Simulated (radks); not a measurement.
Values are calculated unless marked as measured or tabulated.
Polarisability of the praseodymium ion Pr2+, [Xe] 4f3, at imaginary frequency. Code: a radial shooting solver on a logarithmic mesh with Libxc functionals. Model: scalar-relativistic Kohn-Sham, PBE, spin-unpolarised, spherical densities, finite nucleus; Fermi nuclear charge, rms radius 4.8919 fm. Response by self-consistent Sternheimer equations with the Hartree and adiabatic LDA kernel, the relativistic mass of each level held fixed and spin-orbit coupling left out.

| w (hartree) | alpha1(iw) (bohr^3) |
|---|---|
| 0.00266 | 19.12 |
| 0.0143 | 16.36 |
| 0.0360 | 11.87 |
| 0.0697 | 9.870 |
| 0.118 | 9.147 |
| 0.186 | 8.729 |
| 0.280 | 8.256 |
| 0.413 | 7.535 |
| 0.605 | 6.441 |
| 0.892 | 4.978 |
| 1.35 | 3.368 |
| 2.12 | 1.958 |
| 3.59 | 0.9627 |
| 6.94 | 0.3663 |
| 17.5 | 0.08210 |

Static values: alpha1 = 19.26 bohr^3 (2.854 angstrom^3; uncoupled 100.5). C6 = 70.38, triple-dipole C9 = 543.1 atomic units. One-pole (London) frequency 4 C6 / (3 alpha1^2) = 0.253 hartree, against 0.509 for minus the highest occupied eigenvalue.
